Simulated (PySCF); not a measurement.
C5H8. Atoms are numbered in the order given.

```xyz
13

C     -0.0499     1.0741    -0.6692
C     -0.0499     1.0741     0.6692
C      0.1094    -0.3196     1.2319
C     -0.1444    -1.2231     0.0000
C      0.1094    -0.3196    -1.2319
H     -0.1104     1.9674    -1.2964
H     -0.1104     1.9674     1.2964
H     -0.5808    -0.5331     2.0653
H      1.1308    -0.4534     1.6380
H     -1.1987    -1.5435     0.0000
H      0.4716    -2.1346     0.0000
H      1.1308    -0.4534    -1.6380
H     -0.5808    -0.5331    -2.0653
```
Charge 0, spin multiplicity 1.

Geometry: B3LYP-D3(BJ)/def2-SVP. The values are those of a single conformer.

These are PySCF with PBE/def2-TZVP values and carry that method's errors.

Symmetry labels are those of the subgroup Cs that the program uses (full group Cs).

Computed valence orbital energies around the gap with their symmetry:
```json
[
 {"orbital": "HOMO−7", "symmetry": "A'", "energy (eV)": "-11.31"},
 {"orbital": "HOMO−6", "symmetry": "A\"", "energy (eV)": "-9.55"},
 {"orbital": "HOMO−5", "symmetry": "A'", "energy (eV)": "-9.02"},
 {"orbital": "HOMO−4", "symmetry": "A'", "energy (eV)": "-8.37"},
 {"orbital": "HOMO−3", "symmetry": "A\"", "energy (eV)": "-8.28"},
 {"orbital": "HOMO−2", "symmetry": "A\"", "energy (eV)": "-8.15"},
 {"orbital": "HOMO−1", "symmetry": "A'", "energy (eV)": "-8.11"},
 {"orbital": "HOMO", "symmetry": "A'", "energy (eV)": "-5.70"},
 {"orbital": "LUMO", "symmetry": "A\"", "energy (eV)": "-0.47"},
 {"orbital": "LUMO+1", "symmetry": "A'", "energy (eV)": "0.53"},
 {"orbital": "LUMO+2", "symmetry": "A'", "energy (eV)": "1.42"},
 {"orbital": "LUMO+3", "symmetry": "A\"", "energy (eV)": "1.57"}
]
```
